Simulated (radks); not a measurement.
Species: Ho I. Configuration: [Xe] 4f11 6s2.

Calculated with a radial shooting solver on a logarithmic mesh with Libxc functionals: scalar-relativistic Kohn-Sham, PBE, spin-polarised, spherical densities, finite nucleus; open shells are filled with parallel spins first (spin-orbit coupling, left out, can overturn this in heavy ions); Fermi nuclear charge, rms radius 5.2022 fm; hard spherical wall at 1.5 bohr.

Energy parts (eV):
part                      energy
total                 -341453.94
kinetic                376914.23
electron-nucleus      -854237.87
Hartree                143504.87
exchange-correlation    -7635.17

Orbitals (lengths in bohr, moments of r in powers of bohr; r(90%) holds 90 % of the orbital's charge):
| orbital | occ. | eigenvalue (eV) | <1/r> | <r^4> | <r> | r(90%) |
|---|---|---|---|---|---|---|
| 1s up | 1 | -55300.54 | 76.03 | 9.258e-07 | 0.02074 | 0.0376 |
| 1s down | 1 | -55300.55 | 76.03 | 9.258e-07 | 0.02074 | 0.0376 |
| 2s up | 1 | -9105.676 | 17.68 | 0.0001449 | 0.08813 | 0.136 |
| 2s down | 1 | -9105.653 | 17.68 | 0.0001449 | 0.08813 | 0.136 |
| 2p up | 3 | -8046.623 | 16.38 | 0.0001097 | 0.07810 | 0.127 |
| 2p down | 3 | -8046.609 | 16.38 | 0.0001097 | 0.07810 | 0.127 |
| 3s up | 1 | -1907.491 | 6.501 | 0.005550 | 0.2303 | 0.338 |
| 3s down | 1 | -1906.324 | 6.504 | 0.005542 | 0.2303 | 0.338 |
| 3p up | 3 | -1584.012 | 6.082 | 0.005867 | 0.2295 | 0.343 |
| 3p down | 3 | -1582.847 | 6.085 | 0.005857 | 0.2294 | 0.343 |
| 3d up | 5 | -1172.321 | 5.766 | 0.004650 | 0.2086 | 0.325 |
| 3d down | 5 | -1171.431 | 5.768 | 0.004637 | 0.2085 | 0.325 |
| 4s up | 1 | -267.1752 | 2.681 | 0.1480 | 0.5304 | 0.766 |
| 4s down | 1 | -264.4773 | 2.681 | 0.1482 | 0.5305 | 0.767 |
| 4p up | 3 | -163.6407 | 2.436 | 0.1978 | 0.5664 | 0.830 |
| 4p down | 3 | -160.9824 | 2.435 | 0.1983 | 0.5666 | 0.831 |
| 4d up | 5 | -23.3166 | 2.126 | 0.2912 | 0.6175 | 0.932 |
| 4d down | 5 | -20.7329 | 2.124 | 0.2925 | 0.6181 | 0.933 |
| 4f up | 7 | 134.1856 | 1.721 | 0.4627 | 0.6937 | 1.07 |
| 4f down | 4 | 136.6653 | 1.717 | 0.4668 | 0.6954 | 1.07 |
| 5s up | 1 | 102.9773 | 1.488 | 1.111 | 0.9301 | 1.24 |
| 5s down | 1 | 104.6553 | 1.486 | 1.114 | 0.9309 | 1.24 |
| 5p up | 3 | 149.9221 | 1.502 | 1.167 | 0.9330 | 1.25 |
| 5p down | 3 | 151.5280 | 1.500 | 1.170 | 0.9336 | 1.25 |
| 5d up | 0 | 222.7071 | 1.560 | 1.181 | 0.9123 | 1.26 |
| 5d down | 0 | 224.2907 | 1.560 | 1.183 | 0.9125 | 1.26 |
| 6s up | 1 | 473.4832 | 1.795 | 1.247 | 0.8948 | 1.32 |
| 6s down | 1 | 475.1988 | 1.795 | 1.246 | 0.8946 | 1.32 |
| 6p up | 0 | 528.4167 | 1.807 | 1.219 | 0.8817 | 1.32 |
| 6p down | 0 | 530.1491 | 1.807 | 1.218 | 0.8815 | 1.32 |
| 7s up | 0 | 1012.761 | 2.004 | 1.208 | 0.8648 | 1.35 |
| 7s down | 0 | 1014.555 | 2.004 | 1.208 | 0.8646 | 1.35 |

The highest occupied level is 6s down at 475.20 eV. The configuration is held as typed, so some empty levels lie below it. The pressure on the wall is 189000 GPa. The electron density at the nucleus is 8.507e+05 e/bohr^3 (large components only). The density falls to 0.001 e/bohr^3 at r = 1.49 bohr.
